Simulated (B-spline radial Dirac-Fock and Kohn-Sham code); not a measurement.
# Ti⁴⁺ 3s: cross section and angular parameters

System: titanium as Ti⁴⁺ in the configuration [Ne] 3s2 3p6; threshold 122.7 eV (orbital energy of the model). Level of theory: Dirac-Hartree-Slater photoionisation with a Latter tail; cross sections with all multipoles, angular parameters from the dipole term and its interference with E2; a radial finite-basis atomic code.

| hν (eV) | σ (kb) | β | γ |
| --- | --- | --- | --- |
| 151 | 314 | 1.999 | 0.242 |
| 179 | 260 | 1.999 | 0.211 |
| 188 | 245 | 2.000 | 0.200 |
| 190 | 242 | 2.000 | 0.197 |
| 225 | 192 | 2.000 | 0.154 |
| 288 | 134 | 2.000 | 0.087 |
| 300 | 126 | 2.000 | 0.076 |
| 400 | 78.9 | 2.000 | 0.008 |
| 608 | 38.2 | 2.000 | -0.045 |
| 752 | 25.9 | 2.000 | -0.045 |
| 800 | 23.1 | 2.000 | -0.041 |
| 1040 | 14.1 | 2.000 | -0.002 |
| 1120 | 12.2 | 2.000 | 0.016 |
| 2040 | 3.61 | 2.000 | 0.260 |
| 2090 | 3.43 | 2.000 | 0.274 |
| 2920 | 1.65 | 2.000 | 0.496 |
| 3410 | 1.17 | 2.000 | 0.617 |
| 3590 | 1.04 | 2.000 | 0.660 |
| 4830 | 0.516 | 2.000 | 0.933 |
| 5414.7 | 0.392 | 2.000 | 1.049 |
| 7220 | 0.192 | 2.000 | 1.371 |
| 7740 | 0.161 | 1.999 | 1.455 |
| 8220 | ? | ? | ? |
| 8920 | 0.112 | 1.999 | 1.635 |
| 9140 | 0.105 | 1.999 | 1.667 |
| 9251.7 | 0.102 | 1.999 | 1.683 |
| 12000 | 0.0513 | 1.999 | 2.048 |
| 15000 | 0.0280 | 1.999 | 2.395 |

**Question.** Give the values at 8220 eV.

**Answer.** σ = 0.138 kb, β = 1.999, γ = 1.530. For an s subshell δ is negligible.

Values without a named source are computed, but for edge energies of neutral atoms, which are taken from tables.
